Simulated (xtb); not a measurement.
xtb input:

```bash
xtb mol.xyz --gfn 2 --sp --chrg 1 --uhf 0
```
mol.xyz:
```
5

C     -1.04362215     0.14891845    -0.14969924
S      0.55418527    -0.01630678     0.03077809
H     -1.39596080     0.95534934    -0.78706621
H     -1.76903875    -0.49975121     0.32998966
H      0.55976817    -1.08820041     0.86282249
```

Task: Which total energy does the run end on?

Result: -6.38550 Eh (GFN2-xTB).

It need not be the lowest isomer of its formula.
